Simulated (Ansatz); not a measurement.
One change: `O[SiH](O)S` becomes `O[SiH2]S[SiH](O)O`.

Ansatz, PBE0-D4/def2-TZVP geometries, multiplicity 1. Each molecule was computed in one conformer, which needn't be the lowest.

| property | `O[SiH](O)S` |
| --- | --- |
| LUMO energy (ωB97M-V/def2-TZVPP) / eV | 2.02 |
| HOMO energy (PBE0/def2-TZVPP) / eV | -7.67 |
| HOMO–LUMO gap (PBE/def2-TZVPP) / eV | 5.88 |
| HOMO–LUMO gap (B3LYP/def2-TZVPP) / eV | 7.52 |
| HOMO–LUMO gap (PBE0/def2-TZVPP) / eV | 8.10 |
| size of the dipole moment (B3LYP/def2-TZVPP) / D | 2.02 |

Problem. What does the change do to each property? (An estimate is asked.)

Solution. Ansatz gave: 
```tsv
property	`O[SiH2]S[SiH](O)O`	shift
LUMO energy (ωB97M-V/def2-TZVPP) / eV	1.71	-0.31
HOMO energy (PBE0/def2-TZVPP) / eV	-7.76	-0.09
HOMO–LUMO gap (PBE/def2-TZVPP) / eV	5.62	-0.26
HOMO–LUMO gap (B3LYP/def2-TZVPP) / eV	7.28	-0.24
HOMO–LUMO gap (PBE0/def2-TZVPP) / eV	7.73	-0.37
size of the dipole moment (B3LYP/def2-TZVPP) / D	1.69	-0.33
```

With PBE0 the HOMO falls by 0.09 eV and the LUMO falls by 0.46 eV, so the gap narrows by about 0.37 eV. PBE moves the HOMO by -0.13 eV and ωB97M-V by -0.05 eV. Dipoles are sizes alone; their direction can turn.

B3LYP here is the variant with VWN-RPA as its local correlation; programs differ in this.
